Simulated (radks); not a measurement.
Initial-state core-level shifts of the cerium ion Ce+ when its valence configuration changes from [Xe] 4f1 5d2. Calculated with a radial shooting solver on a logarithmic mesh with Libxc functionals: scalar-relativistic Kohn-Sham, r2SCAN, spin-polarised, spherical densities, finite nucleus; open shells are filled with parallel spins first (spin-orbit coupling, left out, can overturn this in heavy ions); meta-GGA in the generalised Kohn-Sham scheme; Fermi nuclear charge, rms radius 4.8771 fm. Shifts are changes of the shell-averaged eigenvalues in eV (positive: less bound); the change of the density at the nucleus, which sets a Mossbauer isomer shift, is in e/bohr^3, on a base of 3.975e+05.

| valence | 1s | 2p | 3p | 4s | density at nucleus |
|---|---|---|---|---|---|
| 4f1 6s2 | -4.732 | -4.919 | -4.842 | -4.806 | +52.29 |
| 5d2 6s1 | -9.649 | -10.373 | -11.709 | -10.785 | +53.26 |
| 4f1.5 5d1.5 | +3.122 | +3.378 | +3.944 | +3.648 | -9.94 |
| 5d3 | -7.099 | -7.715 | -9.071 | -8.187 | +23.37 |
| 4f2 5d1 | +5.809 | +6.279 | +7.320 | +6.817 | -18.27 |
| 4f1 5d1 6p1 | -3.328 | -3.408 | -3.378 | -3.364 | +3.33 |
| 5d2 6p1 | -10.725 | -11.436 | -12.779 | -11.854 | +27.31 |
| 4f1 5d1 6s1 | -2.231 | -2.321 | -2.289 | -2.276 | +25.66 |
| 4f0.5 5d2 6p0.5 | -5.181 | -5.515 | -6.151 | -5.747 | +12.89 |
